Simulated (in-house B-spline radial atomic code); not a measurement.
Radial electron density of P, [Ne] 3s2 3p3. Level of theory: scalar-relativistic (X2C) BHandHLYP, spin-polarised, spherical fractional occupations, exact exchange averaged over the configuration, Fermi nucleus of rms radius 3.1889 fm; calculated with a radial B-spline atomic code at the basis-set limit.

Columns: r (bohr), 4πr²n(r) (electrons per bohr), bar.

```
 0.00405   0.4415 #
 0.00488   0.6191 ##
 0.00587   0.8615 ##
 0.00707    1.195 ###
 0.00851    1.644 ####
  0.0102    2.227 ######
  0.0123    3.019 ########
  0.0148    4.028 ##########
  0.0179    5.336 ##############
  0.0215    6.874 ##################
  0.0259    8.703 ######################
  0.0311     10.7 ############################
  0.0375    12.81 #################################
  0.0451    14.75 ######################################
  0.0543    16.28 ##########################################
  0.0654    17.07 ############################################
  0.0787     16.9 ############################################
  0.0947    15.77 #########################################
   0.114    13.96 ####################################
   0.137    12.11 ###############################
   0.165    10.95 ############################
   0.199     11.1 #############################
   0.239    12.53 ################################
   0.288    14.55 ######################################
   0.347    15.93 #########################################
   0.417    15.62 ########################################
   0.502    13.31 ##################################
   0.604    9.692 #########################
   0.728    6.003 ###############
   0.876    3.456 #########
    1.05      2.4 ######
    1.27    2.377 ######
    1.53    2.638 #######
    1.84    2.591 #######
    2.21    2.124 #####
    2.66    1.433 ####
    3.21   0.7866 ##
    3.86   0.3547 #
    4.64   0.1277 
    5.59  0.03495 
    6.73 0.007083 
     8.1 0.001005
```

On this grid the curve has 3 maxima, near 0.0654, 0.347, 1.53 bohr.

The 3s up radial function P(r) = rR(r), positive near the nucleus:

| r (bohr) | P |
| --- | --- |
| 0.00133 | 0.01256 |
| 0.00193 | 0.01786 |
| 0.0028 | 0.02528 |
| 0.00405 | 0.03551 |
| 0.00587 | 0.04958 |
| 0.00851 | 0.06841 |
| 0.0123 | 0.09249 |
| 0.0179 | 0.1223 |
| 0.0259 | 0.1545 |
| 0.0375 | 0.1828 |
| 0.0543 | 0.1935 |
| 0.0787 | 0.1653 |
| 0.114 | 0.07499 |
| 0.165 | -0.08322 |
| 0.239 | -0.2671 |
| 0.347 | -0.3652 |
| 0.502 | -0.2438 |
| 0.728 | 0.1268 |
| 1.05 | 0.5657 |
| 1.53 | 0.793 |
| 2.21 | 0.6465 |
| 3.21 | 0.3168 |
| 4.64 | 0.08749 |
| 6.73 | 0.0111 |
